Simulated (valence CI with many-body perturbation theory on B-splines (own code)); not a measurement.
# Dy⁵³⁺: input, log and results

Computed by configuration interaction combined with many-body perturbation theory (CI+MBPT): three valence electrons over a frozen Dirac-Fock core [Ne], a basis of 6 s, 6 p, 5 d, 3 f, 1 g functions for each j, with the one-electron correlation potential Σ1 (screened to all orders), the two-electron term Σ2, the three-electron term Σ3, Breit, model QED; selected single and double excitations, second order for the rest, scaled by the run's own slope (own B-spline code, finite nucleus).

Command, and the settings that its task file holds:

```sh
python run_cv.py task.json out
```

```
atom Dy  Z=66  mass_number=164  rms_radius_fm=5.2218
core [Ne]
valence 3s2 3p1
avg = 1
basis = S
breit = 1
cap = 10000
capref = 1200
cscale = 1
de = 0.0
dress = 0
eps = 2e-08
extrap = 1
h = 0.27
hh = 1
l2 = 3
lcore = 1
maxit = 60
n2 = 5
natural = 1
nlev = 20
nno = [3, 3, 3, 2, 1]
nroot = 26
nsp = [3, 3, 2, 1, 0]
pt2 = 1
qed = 1
rpa = 1
s1 = 1
s2 = 1
s3 = 1
screen = 1
tol = 2e-05
whole = 1
```

It took 4.7 s on 1 thread of Arm Neoverse V2, with other jobs on the host.

Log. The first blocks belong to the next ion, which gives the ionisation energy. Fields: 2J, parity (1 odd), roots, reference size, generating configurations, candidates as configurations/state functions, variational space P, stored matrix elements, Davidson steps; e2 is the range of second-order energies in hartree. The first line gives the box (bohr), its intervals, the orbitals and the steps of their self-consistent field. Window is the range of levels sought, series limit the energy at which the first omitted orbital would enter, core excitation an estimate of the first excitation out of the core, left out the lowest levels not solved, and shifts from estimates the range by which levels moved from their first estimate, all in cm⁻¹.

```
rmax 1.6 intervals 54 orbitals 36 references ['3s2 3p', '3s 3p2', '3s2 3d', '3s 3p 3d', '3p3'] scf 2 t 0.6
2J=0 par=0 roots 2 ref 15 generators 4 cand 92/92 P 107/107 nnz 0 it 0
   second order: generators 6 cand 0/0 e2 -0.00000 -0.00000
reference levels 433, estimated 41, window 4819182 1/cm; series limit 27345233, core excitation 52906866
2J=1 par=1 roots 3 ref 37 generators 7 cand 271/399 P 930/1387 nnz 0 it 3
2J=1 par=1 roots 3 ref 37 generators 9 cand 220/324 P 988/1473 nnz 0 it 3
   second order: generators 10 cand 382/574 e2 -0.00000 -0.00000
2J=1 par=0 roots 3 ref 41 generators 7 cand 557/832 P 747/1095 nnz 0 it 0
2J=1 par=0 roots 3 ref 41 generators 9 cand 417/620 P 927/1358 nnz 0 it 4
   second order: generators 10 cand 237/357 e2 -0.00000 -0.00000
2J=3 par=1 roots 6 ref 60 generators 12 cand 248/550 P 1175/2420 nnz 0 it 4
2J=3 par=1 roots 6 ref 60 generators 13 cand 200/420 P 1247/2586 nnz 1.1e+06 it 4
   second order: generators 16 cand 584/1299 e2 -0.00000 -0.00000
2J=3 par=0 roots 5 ref 65 generators 9 cand 587/1284 P 922/1823 nnz 0 it 4
2J=3 par=0 roots 5 ref 65 generators 12 cand 454/1001 P 1106/2211 nnz 0 it 4
   second order: generators 16 cand 510/1208 e2 -0.00000 -0.00000
2J=5 par=0 roots 4 ref 63 generators 9 cand 630/1560 P 905/1909 nnz 0 it 4
2J=5 par=0 roots 4 ref 63 generators 12 cand 486/1194 P 1055/2250 nnz 0 it 5
   second order: generators 16 cand 576/1534 e2 -0.00001 -0.00000
2J=5 par=1 roots 4 ref 55 generators 5 cand 268/677 P 1153/2571 nnz 1.1e+06 it 3
2J=5 par=1 roots 4 ref 55 generators 10 cand 217/521 P 1217/2759 nnz 1.3e+06 it 4
   second order: generators 12 cand 399/1000 e2 -0.00000 -0.00000
2J=7 par=1 roots 2 ref 36 generators 3 cand 393/944 P 921/1997 nnz 0 it 3
2J=7 par=1 roots 2 ref 36 generators 5 cand 279/659 P 1005/2195 nnz 0 it 3
   second order: generators 7 cand 195/461 e2 -0.00000 -0.00000
left out: unestimated 7015264, estimated 5935823, shifts from estimates -1 to 1
operators 0.4
```

The Davidson iterations converged. The settings are bad on purpose, so the numbers may not be properties of the ion.

The last digits are not significant, and no measured levels were compared; by estimate large intervals hold to a few tenths of a per cent, small ones and those within an open d or f shell to about a per cent.

- Valence energy: -579.8591 hartree
- Ionisation energy: 5066.5 eV (NIST: 5066 ± 5 eV (theoretical))
- Reference configurations for the orbitals: 3s2 3p, 3s 3p2, 3s2 3d, 3s 3p 3d, 3p3
- Radial orbitals: 36
- Box radius: 1.561 bohr
- Largest variational space: 2759
- Lowest levels: (3s^2 3p1/2) J=1/2 0.000, (3s 3p1/2^2) J=1/2 10.242, (3s^2 3p3/2) J=3/2 15.533, (3s 3p1/2 3p3/2) J=3/2 [a] 23.910, (3s 3p1/2 3p3/2) J=5/2 25.045, (3s 3p1/2 3p3/2) J=3/2 [b] 26.466, (3s 3p1/2 3p3/2) J=1/2 27.120, (3s^2 3d3/2) J=3/2 30.398, (3s^2 3d5/2) J=5/2 33.367, (3p1/2^2 3p3/2) J=3/2 36.636, (3s 3p1/2 3d3/2) J=3/2 [a] 37.647, (3s 3p1/2 3d3/2) J=5/2 38.473, (3s 3p1/2 3d3/2) J=1/2 40.156, (3s 3p3/2^2) J=5/2 40.350 Ry

Levels are named by their leading jj configuration (3d3/2^4 stands for four electrons in 3d with j = 3/2), which in mixed levels can hold well under half, so a name can repeat and another be missing. Letters in brackets count levels of one name in rising energy.
